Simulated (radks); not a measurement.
Values are calculated unless marked as measured or tabulated.
The neodymium ion Nd36+, 24 electrons, occupied as [Ne] 3s2 3p4 3d6 4f2 (not the ground configuration).

Code: a radial shooting solver on a logarithmic mesh with Libxc functionals. Model: scalar-relativistic Kohn-Sham, BLYP, spin-polarised, spherical densities, finite nucleus; open shells are filled with parallel spins first (spin-orbit coupling, left out, can overturn this in heavy ions); Fermi nuclear charge, rms radius 4.9123 fm.

Energy parts (eV):
part                      energy
total                 -234272.55
kinetic                250761.92
electron-nucleus      -524538.86
Hartree                 43878.44
exchange-correlation    -4374.05

Orbitals (lengths in bohr, moments of r in powers of bohr; <r^-3> diverges for s and p1/2; r(90%) holds 90 % of the orbital's charge):
orbital  occ.  eigenvalue (eV)      <r>  <r^-3>  r(90%)      <r^4>
1s up       1        -45253.29  0.02362       -  0.0426  1.524e-06
1s down     1        -45248.17  0.02362       -  0.0426  1.523e-06
2s up       1        -8797.836   0.1004       -   0.155  0.0002411
2s down     1        -8779.731   0.1003       -   0.155  0.0002397
2p up       3        -8067.353  0.08816    9134   0.143  0.0001760
2p down     3        -8051.053  0.08804    9155   0.143  0.0001749
3s up       1        -3079.455   0.2529       -   0.368   0.007843
3s down     1        -3047.109   0.2535       -   0.369   0.007921
3p up       3        -2850.150   0.2480    2126   0.368   0.007736
3p down     1        -2817.421   0.2487    2110   0.370   0.007829
3d up       5        -2563.045   0.2216   299.1   0.340   0.005513
3d down     1        -2529.179   0.2220   299.4   0.342   0.005584
4s up       0        -1520.357   0.4951       -   0.698     0.1043
4s down     0        -1504.882   0.4986       -   0.703     0.1075
4p up       0        -1429.946   0.5003   736.9   0.711     0.1118
4p down     0        -1414.811   0.5043   723.4   0.718     0.1156
4f up       2        -1213.000   0.4443   27.00   0.651    0.07417
4f down     0        -1193.324   0.4508   26.03   0.661    0.07898

The highest occupied level is 4f up at -1213.0 eV. The configuration is held as typed, so some empty levels lie below it. The electron density at the nucleus is 4.719e+05 e/bohr^3 (large components only).
